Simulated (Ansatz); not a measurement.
Total energies of `C=CC(=O)OC1CCOC1=O`.

Cartesian coordinates in Å:
```
C -2.029 2.967 1.599
C -1.922 1.894 0.827
C -0.596 1.329 0.513
O 0.465 1.758 0.882
O -0.724 0.236 -0.265
C 0.482 -0.376 -0.657
C 1.034 -1.403 0.310
C 1.753 -2.342 -0.647
O 1.010 -2.292 -1.872
C 0.244 -1.186 -1.924
O -0.472 -0.924 -2.837
H -2.993 3.398 1.838
H -1.140 3.436 2.007
H -2.781 1.396 0.395
H 1.230 0.395 -0.874
H 0.202 -1.915 0.800
H 1.687 -0.977 1.069
H 1.774 -3.379 -0.315
H 2.777 -2.015 -0.850
```

The species carries charge 0 and has multiplicity 1. Geometry: relaxed with PBE0-D4/def2-TZVP. It is one conformer, not always the lowest. Basis def2-TZVPP, Ansatz.

RPA on PBE orbitals: Hartree–Fock energy of these orbitals -569.28771 Eh, correlation -3.17129 Eh (frozen core).

```csv
functional,energy without D4 (Eh),D4 term (kJ/mol)
LDA (SPW92),-568.07176,–
PBE,-572.02607,-47.1
B97M-V,-572.60682,–
r2SCANh,-572.34905,-13.6
r2SCAN0,-572.30129,-14.8
HSE06 (plane-wave form),-572.01343,-36.9
CAM-B3LYP,-572.44162,-40.0
LC-ωPBE,-572.31661,–
ωB97M-V,-572.49772,–
B2PLYP,-572.25210,–
```

Give the same for revPBE, BLYP, r2SCAN, PBE0, B3LYP, BHLYP, ωB97X-V, PBE-QIDH. (Best estimate.)

The calculation gave: 
```json
{"functional": "revPBE", "energy without D4 (Eh)": "-572.51027", "D4 term (kJ/mol)": "-155.4"}
{"functional": "BLYP", "energy without D4 (Eh)": "-572.52434", "D4 term (kJ/mol)": "-103.4"}
{"functional": "r2SCAN", "energy without D4 (Eh)": "-572.38280", "D4 term (kJ/mol)": "-13.0"}
{"functional": "PBE0", "energy without D4 (Eh)": "-572.04165", "D4 term (kJ/mol)": "-39.9"}
{"functional": "B3LYP", "energy without D4 (Eh)": "-572.68430", "D4 term (kJ/mol)": "-74.2"}
{"functional": "BHLYP", "energy without D4 (Eh)": "-572.36374", "D4 term (kJ/mol)": "-51.8"}
{"functional": "ωB97X-V", "energy without D4 (Eh)": "-572.51130", "D4 term (kJ/mol)": "–"}
{"functional": "PBE-QIDH", "energy without D4 (Eh)": "-571.95240", "D4 term (kJ/mol)": "–"}
```

B3LYP takes the VWN-RPA correlation (the form of Gaussian; ORCA's B3LYP/G). HSE06 is the plane-wave form, built on full-range PBE exchange. The double hybrids freeze the cores in their second-order part.

LC-ωPBE has ω = 0.4 bohr⁻¹.
